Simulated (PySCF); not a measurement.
A structure optimised at PBE-D3(BJ)/def2-TZVP, used in a PySCF frequency run:

```xyz
3

Ca     0.0000     0.0000     0.3341
F      0.0000    -1.8703    -0.3712
F      0.0000     1.8703    -0.3712
```

Question: Write its SMILES, formula and point group.

Answer: [F][Ca][F], CaF₂, C2v

Question: What are its rotational constants (standard atomic weights)?

Answer: 52.089, 3.8024, 3.5437 GHz
